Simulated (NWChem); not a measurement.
All runs are NWChem calculations. System: CCl$_{3}$, charge 0, spin multiplicity 2, at a geometry optimised with UPBE0/def2-SVP. The structure started from a generated list of species. Its SCF solution wasn't tested for a lower state. Level: UHF/def2-TZVP.

Output (cleaned and shortened):

```
             Northwest Computational Chemistry Package (NWChem) 7.3.0
             --------------------------------------------------------

                                NWChem Input Module
                                -------------------

 Scaling coordinates for geometry "geometry" by  1.889725989
 (inverse scale =  0.529177249)

 Turning off AUTOSYM since
 SYMMETRY directive was detected!

                             Geometry "geometry" -> ""
                             -------------------------

 Output coordinates in angstroms (scale by  1.889725989 to convert to a.u.)

  No.       Tag          Charge          X              Y              Z
 ---- ---------------- ---------- -------------- -------------- --------------
    1 Cl                  17.0000     0.84311200    -0.03272100     1.46037900
    2 C                    6.0000     0.00039000     0.26489100     0.00000000
    3 Cl                  17.0000     0.84311200    -0.03272100    -1.46037900
    4 Cl                  17.0000    -1.68636100    -0.02805000     0.00000000

 Effective nuclear repulsion energy (a.u.)     251.6592475089

            Nuclear Dipole moment (a.u.)
            ----------------------------
        X                 Y               Z
 ---------------- ---------------- ----------------
     0.0000207870    -0.0000340151     0.0000000000

      Symmetry information
      --------------------

 Group name             Cs
 Group number              2
 Group order               2
 No. of unique centers     3

      Symmetry unique atoms

     1    2    4


 Summary of "ao basis" -> "" (spherical)
 ------------------------------------------------------------------------------
       Tag                 Description            Shells   Functions and Types
 ---------------- ------------------------------  ------  ---------------------
 *                         def2-tzvp                  on all atoms

 Summary of "ao basis" -> "ao basis" (spherical)
 ------------------------------------------------------------------------------
       Tag                 Description            Shells   Functions and Types
 ---------------- ------------------------------  ------  ---------------------
 Cl                        def2-tzvp                13       37   5s5p2d1f
 C                         def2-tzvp                11       31   5s3p2d1f

                                 NWChem SCF Module
                                 -----------------
[...]
    20      0.527287  1 Cl pz                88     -0.527287  3 Cl pz
    18      0.304400  1 Cl px                86      0.304400  3 Cl px

 Vector   31  Occ=0.000000D+00  E= 2.182424D-01  Symmetry=a"
              MO Center=  6.2D-01, -1.4D-02, -2.1D-12, r^2= 5.6D+00
   Bfn.  Coefficient  Atom+Function         Bfn.  Coefficient  Atom+Function
  ----- ------------  ---------------      ----- ------------  ---------------
    51      1.423068  2 C  pz                 5     -1.159868  1 Cl s
    73      1.159868  3 Cl s                 20      0.680191  1 Cl pz
    88      0.680191  3 Cl pz                18      0.632427  1 Cl px
    86     -0.632427  3 Cl px                48      0.610006  2 C  pz
   125     -0.415936  4 Cl pz                45      0.264566  2 C  pz

 center of mass
 --------------
 x =  -0.00000179 y =  -0.00146475 z =   0.00000000

 moments of inertia (a.u.)
 ------------------
         536.020110126214           0.978660881340           0.000000000000
           0.978660881340        1065.305124032236           0.000000000000
           0.000000000000           0.000000000000         536.029540302995

  Mulliken analysis of the total density
  --------------------------------------

    Atom       Charge   Shell Charges
 -----------   ------   -------------------------------------------------------
    1 Cl  17    17.03   2.01  0.45  1.52  1.10  0.83  4.18  1.69  1.07  2.79  1.32  0.02  0.05  0.01
    2 C    6     5.92   0.85  1.12  0.48  0.74 -0.02  1.09  1.34  0.07  0.03  0.20  0.01
    3 Cl  17    17.03   2.01  0.45  1.52  1.10  0.83  4.18  1.69  1.07  2.79  1.32  0.02  0.05  0.01
    4 Cl  17    17.03   2.01  0.45  1.52  1.10  0.83  4.18  1.69  1.07  2.79  1.32  0.02  0.05  0.01

  Mulliken analysis of the alpha density
  --------------------------------------

    Atom       Charge   Shell Charges
 -----------   ------   -------------------------------------------------------
    1 Cl  17     8.52   1.01  0.22  0.76  0.55  0.41  2.09  0.84  0.54  1.39  0.65  0.01  0.03  0.00
    2 C    6     3.44   0.43  0.56  0.28  0.41 -0.00  0.74  0.87  0.05  0.01  0.10  0.01
    3 Cl  17     8.52   1.01  0.22  0.76  0.55  0.41  2.09  0.84  0.54  1.39  0.65  0.01  0.03  0.00
    4 Cl  17     8.52   1.01  0.22  0.76  0.55  0.41  2.09  0.84  0.54  1.39  0.65  0.01  0.03  0.00

   Mulliken analysis of the beta density
   -------------------------------------

    Atom       Charge   Shell Charges
 -----------   ------   -------------------------------------------------------
    1 Cl  17     8.51   1.01  0.22  0.76  0.55  0.42  2.09  0.85  0.53  1.39  0.66  0.01  0.02  0.00
    2 C    6     2.48   0.43  0.56  0.20  0.33 -0.02  0.35  0.47  0.03  0.01  0.10  0.01
    3 Cl  17     8.51   1.01  0.22  0.76  0.55  0.42  2.09  0.85  0.53  1.39  0.66  0.01  0.02  0.00
    4 Cl  17     8.51   1.01  0.22  0.76  0.55  0.42  2.09  0.85  0.53  1.39  0.66  0.01  0.02  0.00

   Mulliken analysis of the spin density
   -------------------------------------

    Atom       Charge   Shell Charges
 -----------   ------   -------------------------------------------------------
    1 Cl  17     0.01   0.00  0.00 -0.00  0.00 -0.00  0.00 -0.00  0.01  0.00 -0.01  0.00  0.01  0.00
    2 C    6     0.96   0.00 -0.00  0.07  0.07  0.01  0.39  0.40  0.02 -0.00 -0.00 -0.00
    3 Cl  17     0.01   0.00  0.00 -0.00  0.00 -0.00  0.00 -0.00  0.01  0.00 -0.01  0.00  0.01  0.00
    4 Cl  17     0.01   0.00  0.00 -0.00  0.00 -0.00  0.00 -0.00  0.01  0.00 -0.01  0.00  0.01  0.00

       Multipole analysis of the density wrt the origin
       ------------------------------------------------

     L   x y z        total         alpha         beta         nuclear
     -   - - -        -----         -----         ----         -------
     0   0 0 0     -0.000000    -29.000000    -28.000000     57.000000

     1   1 0 0     -0.000262     -0.000685      0.000402      0.000021
     1   0 1 0      0.002372     -0.387269      0.389675     -0.000034
     1   0 0 1      0.000000      0.000000     -0.000000      0.000000

     2   2 0 0    -31.506937   -146.162943   -144.293708    258.949714
     2   1 1 0     -0.001395      0.236690      0.237627     -0.475712
     2   1 0 1     -0.000000      0.000000     -0.000000      0.000000
     2   0 2 0    -32.243470    -18.178077    -15.746584      1.681192
     2   0 1 1     -0.000000     -0.000000      0.000000      0.000000
     2   0 0 2    -31.508121   -146.160768   -144.292482    258.945130

 Task  times  cpu:        8.7s     wall:        8.7s

 Total times  cpu:        8.7s     wall:        8.7s
```

Write an NWChem input that would produce this output.

This is not unique; one that fits is 
```
start mol
memory heap 200 mb stack 900 mb global 1100 mb
geometry units angstroms nocenter noautoz
  Cl     0.843112    -0.032721     1.460379
  C      0.000390     0.264891     0.000000
  Cl     0.843112    -0.032721    -1.460379
  Cl    -1.686361    -0.028050     0.000000
  symmetry group Cs
end
basis spherical
  * library def2-tzvp
end
scf
  uhf
  nopen 1
  maxiter 100
  thresh 1e-7
  semidirect memsize 60000000 filesize 0
  # guess.movecs holds the orbitals of an unrestricted PBE0 run
  vectors input guess.movecs output mol.movecs
end
task scf energy
```
